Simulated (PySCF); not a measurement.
Al(Me)(H) (CH4Al), SMILES [CH3][AlH+], charge +1.

The structure is a stationary point at PBE0-D3(BJ)/def2-TZVP. The multiplicity is an assumed one; other spin states were not compared. The isomer is the one that the SMILES or the coordinates give; other isomers of the formula were not compared.

Two levels are set side by side: PBE/def2-TZVPD (PySCF) and HF/def2-TZVPD (PySCF). Same geometry, gas phase. Differences are taken from unrounded values.

```
quantity                         HF
---------------------------  ------
orbital gap (eV)              13.43
highest occupied level (eV)  -17.85
lowest empty level (eV)       -4.42
mean polarisability (bohr³)    30.9
```

**Question.** What does PBE give, and how far is it from HF? (An estimate is asked for; the answer gives what the named calculation found.)

**Answer.** 
```tsv
quantity	PBE	PBE minus HF
orbital gap (eV)	5.59	-7.85
highest occupied level (eV)	-13.70	4.15
lowest empty level (eV)	-8.12	-3.70
mean polarisability (bohr³)	34.1	3.1
```

PBE's occupied levels lie high since its potential decays too fast outside the molecule; exact exchange lowers them and widens the gap. PBE's more diffuse valence density responds more strongly to a field. Differences between two approximate levels are no errors against the true value.

Rough cost on one machine, each run with all the roots and properties that it gave: HF against PBE about 1/5.
